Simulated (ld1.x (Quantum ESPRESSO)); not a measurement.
tellurium: TM pseudisation with LDA (PZ), scalar-relativistic reference atom.

```
Element                 : Te
Generator               : ld1.x (Quantum ESPRESSO) 7.5
Type                    : norm-conserving Troullier–Martins (Kleinman–Bylander form)
Functional              : LDA (PZ)
Relativity              : scalar-relativistic
Frozen core             : [Kr]
Valence charge          : 16
Reference configuration : 4d10 5s2 5p4
Partial waves           : 5s (bound): rc 1.70 bohr; 5p (bound): rc 1.60 bohr; 4d (bound): rc 1.50 bohr
Local potential         : all-electron potential smoothed inside 1.20 bohr (lloc = -1)
Core correction         : none
```

Q: Estimate the cutoffs (Ry, on a coarse ladder) from which the occupation-weighted sum of valence levels, in a spherical-Bessel basis at the reference potential, stays within 10 and 1 mRy of its value at 400 Ry.

A: 100 Ry and 160 Ry.

Q: What does a ghost test show?

A: Ghost states, extra bound levels that the all-electron valence spectrum of the same l lacks: s at -202.7 eV, p at -40.6 eV. A true bound ghost makes a file unfit for plane-wave use.

Q: Which valence shell sets the plane-wave cutoff?

A: 4d: its level needs 100 Ry to come within 1 mRy, against 50 Ry for 5p.

Q: Tests: 4d10 5s2 5p3; 4d10 5s2 5p2; 4d10 5s2 5p1; 4d10 5s2 5p3.5; 4d10 5s0 5p6; 4d10 5s2 5p4.3; 4d10 5s2 5p0. Which has the largest error in its energy relative to the reference configuration, and how large is it?

A: 4d10 5s2 5p0, with +42 meV (all-electron minus pseudo) on +92.23 eV.
